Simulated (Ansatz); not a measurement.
Ansatz (a program for electronic structure) input (CCSD(T)/cc-pV5Z):

Ansatz 0.2 input:
```yaml
crystal:
  periodic: [false, false, false]
  atoms:
    - {symbol: As, position_ang: [-0.00000000, -0.00000000, -1.10258261]}
    - {symbol: As, position_ang: [0.00000000, 0.00000000, 1.10258261]}
basis:
  gaussian:
    orbitals: cc-pV5Z
total_charge: -1
magnetization: {spin_polarized: true, initial_magnetization: 1}
correlation: {method: ccsd_t, electrons: outside_noble_gas}
```

Output:

```
Functional definition: HF
integrals: 1.54 GiB planned
1289 factors; integrals over basis functions are off by at most 5.9e-4 eV
mean field: 1.29 GiB planned
mean field evaluation 1: about -121593.7311 eV, gradient 1.0e1 eV
mean field evaluation 2: about -121593.7931 eV, gradient 1.0e1 eV
mean field evaluation 4: about -121594.5350 eV, gradient 1.6e0 eV
mean field evaluation 8: about -121594.5722 eV, gradient 2.0e-1 eV
mean field evaluation 16: about -121594.5730 eV, gradient 3.3e-3 eV
mean field evaluation 32: about -121594.6823 eV, gradient 7.5e-1 eV
mean field evaluation 64: about -121594.7165 eV, gradient 5.5e-1 eV
mean field evaluation 96: about -121594.4433 eV, gradient 1.5e0 eV
mean field evaluation 128: about -121594.5730 eV, gradient 2.1e-5 eV
mean field evaluation 160: about -121593.6135 eV, gradient 3.4e-1 eV
mean field evaluation 192: about -121594.5677 eV, gradient 1.6e0 eV
mean field evaluation 224: about -121594.5650 eV, gradient 1.9e-1 eV
mean field evaluation 256: about -121594.8268 eV, gradient 1.4e-6 eV
mean field evaluation 288: about -121594.5415 eV, gradient 7.6e-1 eV
mean field evaluation 320: about -121594.8265 eV, gradient 9.9e-2 eV
mean field evaluation 352: about -121594.8268 eV, gradient 3.1e-3 eV
mean field evaluation 384: about -121591.4658 eV, gradient 6.8e0 eV
mean field evaluation 416: about -121593.6140 eV, gradient 1.0e-1 eV
mean field evaluation 448: about -121591.0319 eV, gradient 9.7e0 eV
mean field evaluation 480: about -121592.0995 eV, gradient 2.6e-1 eV
mean field evaluation 512: about -121591.7842 eV, gradient 5.5e0 eV
mean field evaluation 544: about -121592.0184 eV, gradient 8.3e-1 eV
mean field evaluation 576: about -121592.1990 eV, gradient 4.4e-2 eV
mean field evaluation 608: about -121592.1942 eV, gradient 1.1e-1 eV
mean field evaluation 640: about -121592.1154 eV, gradient 6.6e-1 eV
mean field evaluation 672: about -121591.6189 eV, gradient 9.1e-3 eV
mean field evaluation 704: about -121591.6119 eV, gradient 5.6e-4 eV
mean field evaluation 736: about -121590.9936 eV, gradient 7.0e-2 eV
mean field evaluation 768: about -121590.1171 eV, gradient 1.3e1 eV
mean field evaluation 800: about -121593.5850 eV, gradient 2.6e-1 eV
mean field evaluation 832: about -121592.1057 eV, gradient 8.2e-2 eV
mean field evaluation 864: about -121592.1860 eV, gradient 2.8e-1 eV
mean field evaluation 896: about -121592.1715 eV, gradient 4.3e-2 eV
mean field evaluation 928: about -121591.6063 eV, gradient 2.9e-2 eV
mean field evaluation 960: about -121590.7969 eV, gradient 1.7e-1 eV
mean field evaluation 992: about -121591.1989 eV, gradient 9.6e0 eV
mean field evaluation 1024: about -121591.4302 eV, gradient 4.6e-3 eV
mean field evaluation 1056: about -121591.3771 eV, gradient 5.7e-3 eV
mean field evaluation 1088: about -121590.2731 eV, gradient 9.2e0 eV
mean field evaluation 1120: about -121593.6146 eV, gradient 3.4e-4 eV
mean field evaluation 1152: about -121592.1055 eV, gradient 1.3e-1 eV
mean field evaluation 1184: about -121592.1716 eV, gradient 7.9e-3 eV
mean field evaluation 1216: about -121591.6824 eV, gradient 4.2e-3 eV
mean field evaluation 1248: about -121591.5115 eV, gradient 6.9e-2 eV
mean field evaluation 1280: about -121591.4301 eV, gradient 2.4e-2 eV
mean field evaluation 1312: about -121591.6063 eV, gradient 1.8e-3 eV
mean field evaluation 1344: about -121591.3771 eV, gradient 1.3e-3 eV
mean field evaluation 1376: about -121594.5930 eV, gradient 5.9e-1 eV
mean field evaluation 1408: about -121594.5730 eV, gradient 6.6e-4 eV
mean field evaluation 1440: about -121594.5493 eV, gradient 3.5e-1 eV
mean field evaluation 1472: about -121593.2238 eV, gradient 4.9e0 eV
mean field evaluation 1504: about -121592.1975 eV, gradient 2.8e-1 eV
mean field evaluation 1536: about -121591.5133 eV, gradient 2.8e-1 eV
mean field evaluation 1568: about -121592.1044 eV, gradient 1.6e-1 eV
mean field evaluation 1600: about -121591.6819 eV, gradient 1.8e-1 eV
mean field evaluation 1632: about -121591.4482 eV, gradient 1.3e0 eV
mean field evaluation 1664: about -121591.4695 eV, gradient 6.1e-1 eV
mean field -121594.82684368 eV, -4468.5274665714 hartree, gradient 1.4e-6 eV, S^2 1.337615; 31 other end points of the search recorded, 0 dependent functions left out
determinant -121594.82684368 eV, -4468.5274665714 hartree, with singles and doubles -121602.77699641 eV, -4468.8196292953 hartree
determinant -121593.61460874 eV, -4468.4829177591 hartree, with singles and doubles -121600.84595365 eV, -4468.7486647829 hartree
determinant -121592.41480642 eV, -4468.4388258372 hartree, with singles and doubles -121600.13903164 eV, -4468.7226858781 hartree
determinant -121592.20015809 eV, -4468.4309376566 hartree, with singles and doubles -121599.94452281 eV, -4468.7155378107 hartree
determinant -121592.20005738 eV, -4468.4309339554 hartree, with singles and doubles -121599.94778761 eV, -4468.7156577898 hartree
determinant -121592.17158004 eV, -4468.4298874325 hartree, with singles and doubles -121599.86190099 eV, -4468.7125015146 hartree
determinant -121592.10593723 eV, -4468.4274751038 hartree, with singles and doubles -121599.96441059 eV, -4468.7162686730 hartree
determinant -121591.68235001 eV, -4468.4119085603 hartree, with singles and doubles -121600.33682709 eV, -4468.7299547269 hartree
determinant -121591.61894284 eV, -4468.4095783899 hartree, with singles and doubles -121599.87254886 eV, -4468.7128928166 hartree
determinant -121591.61188801 eV, -4468.4093191297 hartree, with singles and doubles -121599.43783733 eV, -4468.6969174625 hartree
determinant -121591.60629193 eV, -4468.4091134774 hartree, with singles and doubles -121600.36212958 eV, -4468.7308845762 hartree
determinant -121591.51132956 eV, -4468.4056236749 hartree, with singles and doubles -121600.29217548 eV, -4468.7283138105 hartree
determinant -121591.43015725 eV, -4468.4026406474 hartree, with singles and doubles -121600.07005319 eV, -4468.7201509667 hartree
determinant -121591.37712777 eV, -4468.4006918500 hartree, with singles and doubles -121599.53276865 eV, -4468.7004061242 hartree
determinant -121594.57300952 eV, -4468.5181383381 hartree, with singles and doubles -121602.86402848 eV, -4468.8228276650 hartree
28 core orbitals not correlated
reference -121594.82684368 eV, -4468.5274665714 hartree; 6, 5 occupied and 174, 175 virtual orbitals, 1289 factors
second order -6.92559027 eV of doubles, -0.00000000 eV of singles
coupled cluster: 1.67 GiB planned
cycle   1  -7.71416581 eV  change   -5.7e-1 eV  update   2.7e-2
cycle   2  -7.74361611 eV  change   -2.9e-2 eV  update   7.2e-3
cycle   3  -7.74318041 eV  change    4.4e-4 eV  update   3.6e-3
cycle   4  -7.74829137 eV  change   -5.1e-3 eV  update   2.4e-3
cycle   5  -7.75344591 eV  change   -5.2e-3 eV  update   1.6e-3
cycle   6  -7.75685619 eV  change   -3.4e-3 eV  update   7.7e-4
cycle   7  -7.75824233 eV  change   -1.4e-3 eV  update   3.3e-4
cycle   8  -7.75856507 eV  change   -3.2e-4 eV  update   1.3e-4
cycle   9  -7.75863616 eV  change   -7.1e-5 eV  update   5.8e-5
cycle  10  -7.75866989 eV  change   -3.4e-5 eV  update   2.7e-5
cycle  11  -7.75868697 eV  change   -1.7e-5 eV  update   1.0e-5
cycle  12  -7.75868748 eV  change   -5.1e-7 eV  update   4.4e-6
coupled cluster: 1.68 GiB planned
perturbative correction -0.58292352 eV, -0.0214220443 hartree
Total energy: -121603.16845468 eV, -4468.8340151216 hartree
```

The determinant is spin-contaminated: <S^2> is 1.34 against 0.75 for a pure state.
